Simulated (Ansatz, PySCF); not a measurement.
BCl2H3OSi. Atoms are numbered in the order given.

```xyz
8

B     -0.0950     0.4954     0.0000
Cl    -0.9115     2.0570     0.0000
Cl     1.6842     0.4503     0.0000
O     -0.8058    -0.6336     0.0000
Si    -0.3827    -2.2753     0.0000
H      0.4036    -2.5793     1.2234
H      0.4036    -2.5793    -1.2234
H     -1.6644    -3.0206     0.0000
```
Charge 0, spin multiplicity 1.

The structure is a stationary point at B3LYP-D3(BJ)/def2-SVP. This is a generated structure with no PubChem entry under its InChIKey; it may be hypothetical. One conformer was computed; it need not be the lowest.

Vertical ionisation energy (IE) and electron affinity (EA) in eV. Rows of orbital energies are one-electron estimates. Where ΔSCF, EOM or ADC give a negative EA the extra electron is unbound and the value depends on the basis.

```csv
level,IE,EA
"−ε(HOMO), −ε(LUMO), HF/def2-TZVP (PySCF)",12.36,-2.75
"−ε(HOMO), −ε(LUMO), PBE/def2-TZVP (PySCF)",7.52,1.58
"ΔSCF, PBE0/def2-SVPD (Ansatz), final states of multiplicity 2 and 2",[?],[?]
"ΔSCF, PBE/def2-SVPD (Ansatz), final states of multiplicity 2 and 2",10.56,-0.61
```

### Question
Some entries are withheld; supply them. (Estimate from the structure and the level; the computed values follow.)

### Answer

- ΔSCF, PBE0/def2-SVPD (Ansatz, a first-principles code), final states of multiplicity 2 and 2, IE: 11.20
- ΔSCF, PBE0/def2-SVPD (Ansatz), final states of multiplicity 2 and 2, EA: -0.79

### Question
What vertical singlet–triplet gap does ΔSCF give with PBE0/def2-SVPD (Ansatz) and with PBE/def2-SVPD (Ansatz)? (An estimate is asked for; the answer gives what the named calculation found.)

### Answer
6.57 and 6.06 eV (triplet above singlet where positive).
